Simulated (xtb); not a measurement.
O$_{4}$Os, charge +1, doublet, at a GFN2-xTB geometry (such geometries of metal compounds can be far from the true shape) (the multiplicity is a formal guess); GFN0-xTB with ALPB(chcl3) (xtb).

Here is a job for xtb.
```
$ xtb mol.xyz --gfn 0 --chrg 1 --uhf 1 --alpb chcl3 --json

# file mol.xyz
5

Os    -0.00000000     0.00000000     0.00000000
O      1.11321577     0.65860650    -0.97578716
O      0.73878417    -0.82068684     1.18568272
O     -0.93664588    -1.00978647    -0.85334532
O     -0.91535405     1.17186681     0.64344976
```

The log (banner, timings and long lists left out):

```
   ID    Z sym.   atoms
    1   76 Os     1
    2    8 O      2-5

           -------------------------------------------------
          |                Calculation Setup                |
           -------------------------------------------------

           -------------------------------------------------
          |                 G F N 0 - x T B                 |
           -------------------------------------------------

      * Solvation model:               ALPB
        Solvent                        chcl3
        Parameter file                 internal GFN-FF/ALPB
        Dielectric constant                4.8100E+00
        Reference state                gsolv [1 M gas/solution]
        Free energy shift                  3.3627E-03 Eh       2.1102E+00 kcal/mol
        Temperature                        2.9815E+02 K
        Density                            1.4900E+00 kg/L
        Solvent mass                       1.1938E+02 g/mol
        Interaction kernel             P16
        Born radius scaling (c1)           1.6026E+00
        Born radii integrator          GBOBC
        Born offset                        0.0000E+00 a0       0.0000E+00 AA
        H-bond correction              false
        Ion screening                  false
        Surface tension                    1.0000E-05 Eh       1.5569E+01 dyn/cm
        Grid points                               230 per atom

          ...................................................
          :                      SETUP                      :
          :.................................................:
          :  # basis functions                  26          :
          :  # atomic orbitals                  25          :
          :  # shells                           11          :
          :  # electrons                        31          :
          :  electronic temp.          300.0000000     K    :
          :  accuracy                    1.0000000          :
          :  -> integral cutoff          0.2500000E+02      :
          :  -> integral neglect         0.1000000E-07      :
          ...................................................

         :::::::::::::::::::::::::::::::::::::::::::::::::::::
         ::                     SUMMARY                     ::
         :::::::::::::::::::::::::::::::::::::::::::::::::::::
         :: total energy             -14.491670961473 Eh    ::
         :: total w/o Gsasa/hb       -14.488952599477 Eh    ::
         :: gradient norm              0.043720578712 Eh/a0 ::
         :: HOMO-LUMO gap              6.227148090356 eV    ::
         ::.................................................::
         :: H0 energy                -15.948430846301 Eh    ::
         :: repulsion energy           0.095078920756 Eh    ::
         :: electrostat energy         1.362747758734 Eh    ::
         :: -> Gsolv                   0.000000000000 Eh    ::
         ::    -> Gsasa               -0.006081110698 Eh    ::
         ::    -> Gshift               0.003362748702 Eh    ::
         :: dispersion energy         -0.001066794661 Eh    ::
         :: short-range corr.          0.000000000000 Eh    ::
         :: add. restraining           0.000000000000 Eh    ::
         :: total charge               1.000000000000 e     ::
         :::::::::::::::::::::::::::::::::::::::::::::::::::::

           -------------------------------------------------
          |                Property Printout                |
           -------------------------------------------------

    * Orbital Energies and Occupations

         #    Occupation            Energy/Eh            Energy/eV
      -------------------------------------------------------------
         1        2.0000           -0.6769896             -18.4218
       ...           ...                  ...                  ...
         4        2.0000           -0.6706456             -18.2492
         5        2.0000           -0.4861972             -13.2301
         6        2.0000           -0.4861972             -13.2301
         7        2.0000           -0.4759192             -12.9504
         8        2.0000           -0.4759192             -12.9504
         9        2.0000           -0.4759192             -12.9504
        10        2.0000           -0.4591129             -12.4931
        11        2.0000           -0.4458541             -12.1323
        12        2.0000           -0.4458541             -12.1323
        13        2.0000           -0.4458541             -12.1323
        14        1.6667           -0.4299467             -11.6994
        15        1.6667           -0.4299467             -11.6994
        16        1.6667           -0.4299467             -11.6994 (HOMO)
        17                         -0.2011032              -5.4723 (LUMO)
        18                         -0.2011032              -5.4723
        19                         -0.1526731              -4.1544
        20                         -0.1526731              -4.1544
        21                         -0.1526731              -4.1544
        22                          0.3420027               9.3064
        23                          0.6872745              18.7017
        24                          0.6872745              18.7017
        25                          0.6872745              18.7017
      -------------------------------------------------------------
                  HL-Gap            0.2288435 Eh            6.2271 eV
             Fermi-level            0.0000000 Eh            0.0000 eV

     #   Z          covCN         q      C6AA      α(0)
     1  76 Os       3.237     0.458   353.367    37.823
     2   8 O        0.809     0.136    13.380     4.908
     3   8 O        0.809     0.136    13.380     4.908
     4   8 O        0.809     0.136    13.380     4.908
     5   8 O        0.809     0.136    13.380     4.908

 Mol. C6AA /au·bohr⁶  :       1091.796063
 Mol. C8AA /au·bohr⁸  :      79056.873348
 Mol. α(0) /au        :         57.453736

Wiberg/Mayer (AO) data.
largest (>0.10) Wiberg bond orders for each atom

 ---------------------------------------------------------------------------
     #   Z sym  total        # sym  WBO       # sym  WBO       # sym  WBO
 ---------------------------------------------------------------------------
     1  76 Os   6.415 --     5 O    1.604     3 O    1.604     4 O    1.604
                             2 O    1.604
     2   8 O    1.776 --     1 Os   1.604
     3   8 O    1.776 --     1 Os   1.604
     4   8 O    1.776 --     1 Os   1.604
     5   8 O    1.776 --     1 Os   1.604
 ---------------------------------------------------------------------------

Topologies differ in total number of bonds
Writing topology from bond orders to xtbtopo.mol

 dipole moment from electron density (au)
     X       Y       Z
  -0.0000   0.0000   0.0000  total (Debye):    0.000

           -------------------------------------------------
          | TOTAL ENERGY              -14.491670961473 Eh   |
          | GRADIENT NORM               0.043720578712 Eh/α |
          | HOMO-LUMO GAP               6.227148090356 eV   |
           -------------------------------------------------

normal termination of xtb
```
